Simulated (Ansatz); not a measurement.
Ideal-gas functions of Cl₂H₄OSi₂, SMILES `Cl[SiH2]O[SiH2]Cl` at 298.15 K and 1 bar, from an Ansatz frequency run at PBE0-D4/def2-TZVP.

Molar mass 147.11 g/mol, point group C2 (symmetry number 2), electronic degeneracy 1, moments of inertia 153.885, 512.354, 570.578 u Å². Harmonic wavenumbers (cm⁻¹, unscaled): 19, 45, 60, 253, 284, 531, 549, 625, 634, 654, 736, 740, 877, 919, 962, 974, 1127, 2270, 2272, 2282, 2283.

Use S(trans) = R[1.5 ln M + 2.5 ln T − 1.1517]; rotational temperatures θ = 24.2544 K / I; S(rot) = R[ln(√π/σ · √(T³/θAθBθC)) + 1.5]; for each mode x = 1.438777 ν̃/T, S = R[x/(eˣ − 1) − ln(1 − e⁻ˣ)] and H = RT x/(eˣ − 1); 1 cm⁻¹ = 0.0119627 kJ/mol; R = 8.31446 J/(mol·K).

**Question.** By hand: the entropy, in J/(mol·K).

**Answer.** Translation 171.1. Rotation: θ = 0.1576, 0.0473, 0.0425 K, giving 116.0. Vibration, mode by mode: 28.18, 21.03, 18.65, 7.15, 6.32, 2.45, 2.29, 1.71, 1.65, 1.53, 1.11, 1.10, 0.64, 0.54, 0.46, 0.43, 0.23, 0.00, 0.00, 0.00, 0.00, in all 95.5. Electronic 0.0. Sum 382.6 J/(mol·K).

**Question.** By hand: H − E and G − E in kJ/mol, counted from the electronic energy.

**Answer.** Zero-point energy ½ × 19096 × 0.0119627 = 114.2; thermal vibration 12.4; translation, rotation and pV give 4 RT = 9.9. H − E = 136.5 kJ/mol, and G − E = 136.5 − 298.15 × 382.6/1000 = 22.4 kJ/mol.

Vibration gives 25 % of the entropy, 67.9 J/(mol·K) of it from the modes under 150 cm⁻¹: soft modes count most, and the harmonic formula is weakest for them. The sum counts one conformer and one mirror image; others add a mixing term.
